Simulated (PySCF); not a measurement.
C3H2N, doublet (typed; the unrestricted solution is spin-contaminated), geometry from GFN2-xTB; HF/cc-pVDZ (PySCF).

Input for PySCF:
```python
from pyscf import gto, scf

mol = gto.Mole()
mol.atom = '''
    C    -0.11313790   -1.67318767    0.00936735
    C     0.54855143   -0.55698381   -0.00507353
    C    -0.07279738    0.71679934   -0.00231842
    H     0.06167781   -2.72178733    0.01180423
    H     1.64421931   -0.48441128   -0.02072222
    N    -0.55451343    1.75520450   -0.00041920
'''
mol.basis = 'cc-pvdz'
mol.spin = 1
mol.verbose = 4
mol.build()

mf = scf.UHF(mol)
mf.kernel()
mo_i, mo_e, stable_i, stable_e = mf.stability(internal=True, external=True, return_status=True, nroots=6, tol=1e-6)
print('internally stable:', stable_i, ' externally stable:', stable_e)
if not stable_i:
    umf = mf.copy()
    umf.scf_summary = {}
    umf.kernel(umf.make_rdm1(mo_i, mf.mo_occ))
```

Question: What does PySCF print? Leave out banner, timings and long lists.

Answer: 
```
PySCF version 2.14.0

[INPUT] verbose = 4
[INPUT] num. atoms = 6
[INPUT] num. electrons = 27
[INPUT] charge = 0
[INPUT] spin (= nelec alpha-beta = 2S) = 1
[INPUT] symmetry False subgroup None
[INPUT] Mole.unit = angstrom
[INPUT] Symbol           X                Y                Z      unit          X                Y                Z       unit  Magmom
[INPUT]  1 C     -0.113137900000  -1.673187670000   0.009367350000 AA   -0.213799645308  -3.161866451299   0.017701726013 Bohr   0.0
[INPUT]  2 C      0.548551430000  -0.556983810000  -0.005073530000 AA    1.036611967939  -1.052546856717  -0.009587582185 Bohr   0.0
[INPUT]  3 C     -0.072797380000   0.716799340000  -0.002318420000 AA   -0.137567110786   1.354554438869  -0.004381178842 Bohr   0.0
[INPUT]  4 H      0.061677810000  -2.721787330000   0.011804230000 AA    0.116554168863  -5.143432623011   0.022306761811 Bohr   0.0
[INPUT]  5 H      1.644219310000  -0.484411280000  -0.020722220000 AA    3.107124184621  -0.915404650850  -0.039159320493 Bohr   0.0
[INPUT]  6 N     -0.554513430000   1.755204500000  -0.000419200000 AA   -1.047878515093   3.316855797604  -0.000792173191 Bohr   0.0

nuclear repulsion = 84.0489658112196
number of shells = 26
number of NR pGTOs = 118
number of NR cGTOs = 66
basis = cc-pvdz
ecp = {}

******** <class 'pyscf.scf.uhf.UHF'> ********
method = UHF
initial guess = minao
damping factor = 0
level_shift factor = 0
DIIS = <class 'pyscf.scf.diis.CDIIS'>
diis_start_cycle = 1
diis_space = 8
diis_damp = 0
SCF conv_tol = 1e-09
SCF conv_tol_grad = None
SCF max_cycles = 50
direct_scf = True
direct_scf_tol = 1e-13
number electrons alpha = 14  beta = 13
Set gradient conv threshold to 3.16228e-05
init E= -169.824634594568

cycle= 1 E= -169.015414697842  delta_E= 0.809  |g|= 0.39  |ddm|= 1.81
cycle= 2 E= -169.080036643501  delta_E= -0.0646  |g|= 0.323  |ddm|= 0.565
cycle= 3 E= -169.126140677842  delta_E= -0.0461  |g|= 0.0601  |ddm|= 0.272
cycle= 4 E= -169.130415699581  delta_E= -0.00428  |g|= 0.0225  |ddm|= 0.102
cycle= 5 E= -169.131374524266  delta_E= -0.000959  |g|= 0.0149  |ddm|= 0.0417
cycle= 6 E= -169.132061669625  delta_E= -0.000687  |g|= 0.013  |ddm|= 0.0295
cycle= 7 E= -169.132818742493  delta_E= -0.000757  |g|= 0.0123  |ddm|= 0.0336
cycle= 8 E= -169.133927028251  delta_E= -0.00111  |g|= 0.0114  |ddm|= 0.0523
cycle= 9 E= -169.135900256207  delta_E= -0.00197  |g|= 0.00822  |ddm|= 0.118
cycle= 10 E= -169.136326788999  delta_E= -0.000427  |g|= 0.00666  |ddm|= 0.0351
cycle= 11 E= -169.136659514792  delta_E= -0.000333  |g|= 0.00534  |ddm|= 0.0338
cycle= 12 E= -169.136991954856  delta_E= -0.000332  |g|= 0.00356  |ddm|= 0.0542
cycle= 13 E= -169.136965035805  delta_E= 2.69e-05  |g|= 0.00385  |ddm|= 0.0308
cycle= 14 E= -169.137136967567  delta_E= -0.000172  |g|= 0.00179  |ddm|= 0.0549
cycle= 15 E= -169.137131469211  delta_E= 5.5e-06  |g|= 0.00168  |ddm|= 0.0174
cycle= 16 E= -169.137155839879  delta_E= -2.44e-05  |g|= 0.000894  |ddm|= 0.0157
cycle= 17 E= -169.137160644303  delta_E= -4.8e-06  |g|= 0.000535  |ddm|= 0.00694
cycle= 18 E= -169.137162297254  delta_E= -1.65e-06  |g|= 0.000237  |ddm|= 0.00306
cycle= 19 E= -169.137162548105  delta_E= -2.51e-07  |g|= 9.29e-05  |ddm|= 0.00126
cycle= 20 E= -169.137162565527  delta_E= -1.74e-08  |g|= 3.7e-05  |ddm|= 0.00052
cycle= 21 E= -169.137162569824  delta_E= -4.3e-09  |g|= 1.36e-05  |ddm|= 0.00016
cycle= 22 E= -169.137162570399  delta_E= -5.75e-10  |g|= 7.49e-06  |ddm|= 4.06e-05
Extra cycle  E= -169.137162570502  delta_E= -1.03e-10  |g|= 5.84e-06  |ddm|= 1.03e-05
converged SCF energy = -169.137162570502  <S^2> = 1.0905134  2S+1 = 2.3156108
uhf_internal: lowest eigs of H = [0.11277559 0.2036912  0.24419365 0.28932888 0.3984184  0.43668095]
<class 'pyscf.scf.uhf.UHF'> wavefunction is stable in the internal stability analysis
uhf_real2complex: lowest eigs of H = [0.17107161 0.20434799 0.22164159 0.22695189 0.25875634 0.28858202]
<class 'pyscf.scf.uhf.UHF'> wavefunction is stable in the real -> complex stability analysis
uhf_external: lowest eigs of H = [1.42926466e-06 3.70885417e-02 7.65975063e-02 1.08497781e-01
 1.15768331e-01 1.28829826e-01]
<class 'pyscf.scf.uhf.UHF'> wavefunction is stable in the UHF/UKS -> GHF/GKS stability analysis
internally stable: True  externally stable: True
```
